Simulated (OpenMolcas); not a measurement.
**C III: effect of correlating more closed shells**

```yaml
Program: OpenMolcas 26.06
Basis: ANO-L-VTZP [4s3p2d1f]
Scalar_Hamiltonian: non-relativistic, point nucleus
Active_space: 2 electrons in 4 orbitals (2s 2p)
State_averaging: 2S+1 = 3 even, 3 roots; 2S+1 = 1 even, 7 roots; 2S+1 = 3 odd, 3 roots; 2S+1 = 1 odd, 3 roots
Spin-orbit_coupling: state interaction with AMFI integrals over the reference wave functions, term energies averaged over their components
```

Methods on the same reference wave functions:
A. CASSCF
B. MS-CASPT2, IPEA 0.25 Eh, imaginary shift 0.1 Eh (closed shells correlated: none)
C. MS-CASPT2, IPEA 0.25 Eh, imaginary shift 0.1 Eh (closed shells correlated: 1s)

Energies in cm-1 above 2s2 1S0, the measured ground level; measured values from Moore, Selected Tables of Atomic Spectra, NSRDS-NBS 3, section 3.

```csv
Level,A,B,C,Measured
2s2 1S0,0.0,0.0,0.0,0.0
2s 2p 3P* 0,53002,52510,52480,52367
2s 2p 3P* 1,53028,52530,52510,52391
2s 2p 3P* 2,53081,52590,52560,52447
2s 2p 1P* 1,113725,105910,105680,102352
2p2 3P0,139268,138640,138310,137426
2p2 3P1,139294,138660,138330,137454
2p2 3P2,139345,138710,138380,137502
2p2 1D2,156361,148910,148700,145876
2p2 1S0,196643,187010,186770,182520
```

Deviations, from unrounded energies. A percentage is the sum of absolute deviations over the sum of measured energies, with the sign that they share, or ± where signs differ.

```tsv
Against measurement	Levels	A	B	C
mean absolute deviation (cm-1)	9	4800	1700	1500
other configurations (%)	9	+4.3	+1.5	+1.3
```

C lies closest to measurement on these levels and A furthest from it. The largest miss of C in the table is 2p2 1S0, by +4300 cm-1. The ranking rests on the paired levels alone, and a cruder setting can come out closer through cancelling errors.

Between B and C the level of the table that moves most is 2p2 3P1, by 330 cm-1 (lowest in C, highest in B). Moves below CASPT2's spread within the term are not significant.

The lowest spin-free term lies below A's lowest term by 0.003 hartree in B, 0.005 hartree in C.

What an inner shell adds also hangs on whether the basis holds functions to correlate it.

Term energies are means over components that CASPT2 splits; among the terms shown or strongly mixed into the levels shown the widest spread is 150 cm-1 (2p2 1D, B). Computed and measured levels are paired by configuration, term and J; levels that our copy of the source lacks, or whose pairing is in doubt (as where it misses far off the trend of its configuration), stay unpaired and out of the deviations. Levels of configurations outside the active space are missing.

* marks odd parity.
